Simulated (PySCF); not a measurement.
Gas-phase reaction: W₂O₆ + 2 H₂ + O₂ → 2 WO₂(OH)₂

Energies from PySCF (xtb for GFN2), thermal terms from the rigid-rotor harmonic-oscillator model, ideal gas at 1 bar. † marks an energy on the PBE0/def2-TZVP geometry and frequencies; other levels use their own. MP2 and CCSD(T) freeze the core. Open shells (unrestricted): O₂ (multiplicity 3); the rest are closed-shell singlets. GFN2 has no spin-polarisation term. B3LYP is the form with VWN-RPA correlation. W: scalar-relativistic def2 core potential, no spin-orbit coupling. No R ln 2 is added for the mirror-image form of WO₂(OH)₂. W₂O₆: computed as isolated molecules; such fragments, hydroxides, amides, oligomers or adducts are transient or little studied in the gas. MP2 isn't extrapolated to the basis-set limit; its ΔH°(298 K) is -577.0 kJ in def2-SVP and -616.1 kJ in def2-TZVPP. CCSD(T) isn't extrapolated to the basis-set limit. The harmonic model lacks anharmonicity and excited electronic states, which grow with temperature; levels with a mode under 35 cm⁻¹ are left out. Soft modes under 120 cm⁻¹ make the harmonic entropy rough for W₂O₆. Warning, large T1 diagnostic: W₂O₆, WO₂(OH)₂ (CCSD(T)/def2-SVP†). Warning, point group unlike the PBE0 one: WO₂(OH)₂ (GFN2-xTB).

```tsv
level	ΔE electronic, kJ	ΔH°(298 K), kJ	ΔS°(298 K), J/K	ΔG°(2000 K), kJ
B3LYP/def2-TZVP†	-652	-608	-188	-234
CCSD(T)/def2-SVP†	-628	-584	-188	-210
GFN2-xTB	-891	-851	-189	-481
MP2/def2-TZVPP†	-660	-616	-188	-242
PBE/def2-SVP	-639	-597	-182	-238
PBE/def2-TZVP†	-634	-590	-188	-217
PBE0/def2-QZVP†	-678	-634	-188	-261
PBE0/def2-SVP†	-675	-631	-188	-257
r2SCAN/def2-TZVP†	-638	-594	-188	-220
ωB97X-V/def2-TZVP†	-651	-607	-188	-234
```
ΔH° is lowest at GFN2-xTB and highest at CCSD(T)/def2-SVP†. No reference value is set beside these.
